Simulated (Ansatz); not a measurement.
Geometry optimisation, RKS r2SCAN/def2-SVP (Ansatz 0.2.0).

input.yaml

```yaml
crystal:
  periodic: [false, false, false]
  atoms:
    - { symbol: Ga, position_ang: [-1.20805, -0.748364, -0.087248] }
    - { symbol: O, position_ang: [1.270108, 1.174906, -0.511257] }
    - { symbol: H, position_ang: [-0.61128, -2.013528, -0.7642] }
    - { symbol: H, position_ang: [-2.28116, 0.28618, -0.515688] }
    - { symbol: H, position_ang: [1.206911, 1.11988, 0.456106] }
    - { symbol: Br, position_ang: [-0.408386, -0.438658, 2.14841] }
    - { symbol: H, position_ang: [2.031757, 0.619583, -0.726122] }
basis:
  gaussian: { orbitals: def2-SVP }
hamiltonian:
  xc: r2scan
relax:
  f_tol: 0.03
  max_steps: 50
```

Launched with:

```bash
$ ansatz run input.yaml --threads 2 --pin off --max-ram 3072MiB --backend cpu --events-out ev --progress --plain --runs-dir out
```

**Question.** Where does it end, and by what steps?

**Answer.** The forces met the threshold. After 7 steps the energy has fallen by 0.600 eV; O2 moved furthest, 0.56 Å. Joined: Ga1–O2.

```csv
step,energy less start (eV),largest force component (eV/Å),accepted
0,0.0000,0.642,yes
1,-0.1460,0.865,yes
2,-0.3392,0.956,yes
3,-0.5505,0.553,yes
4,-0.5611,0.814,yes
5,-0.5931,0.351,yes
6,-0.5990,0.069,yes
7,-0.6003,0.030,yes
```

```xyz
7
Properties=species:S:1:pos:R:3
Ga -0.827 -0.479 -0.113
O 0.837 0.829 -0.445
H -0.270 -1.764 -0.800
H -2.021 0.417 -0.539
H 1.064 1.057 0.476
Br -0.392 -0.413 2.211
H 1.610 0.353 -0.789
```

Whether the end is a true minimum wasn't checked by a vibrational analysis.

Time of the run: 47 s on 2 threads of Arm Neoverse N1 (shared host), peak memory 0.16 GiB.
